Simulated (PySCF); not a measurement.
**Adding and removing an electron: MoO**

PBE0; basis Mo def2-TZVPPD with ECP28, O def2-TZVPPD; scalar-relativistic core potentials; PySCF 2.14. Neutral (UKS): quintet (σ ↑, π ↑, δ ↑↑), Re = 1.682 Å, ωe = 975 cm⁻¹, De = 5.11 eV, HOMO -5.21 eV, LUMO -2.70 eV.

MoO⁻ (UKS): sextet (σ ↑, π ↑↑, δ ↑↑), Re = 1.736 Å, ωe = 843 cm⁻¹, De = 4.66 eV to Mo (4d5 5s1) + O⁻. The energies at the minima are -143.31148 hartree for MoO and -143.34572 for MoO⁻.

**Question.** Work out the adiabatic electron affinity, without and with harmonic zero-point energies (1 hartree = 27.2114 eV, 1 eV = 8065.5 cm⁻¹), and the change of the bond length.

**Answer.** At PBE0: 0.03424 hartree = 0.932 eV between the minima; the zero-point term (975.0 − 843.0)/2 cm⁻¹ = +0.008 eV makes it 0.940 eV. Re changes by +5.4 pm against the neutral. The electron enters a π orbital; in so polar a molecule the change of length follows mostly from the change of the ionic charges.

The metal atom is held in its measured ground configuration; semilocal functionals can put another filling of s and d lower by some tenths of an eV, and De to that atom would be smaller. These are scalar-relativistic numbers at best; spin–orbit coupling would shift them, the dissociation energy most. For an ion De counts to the pair picked by the measured ionisation energies or electron affinities, which need not be the lowest pair at this level. The highest Kohn–Sham level is positive in this anion. Much of that is self-interaction error, but it also means that the finite basis helps to hold the extra electron. With d or f electrons several states lie close, and the lowest PBE0 determinant need not be the measured ground state.
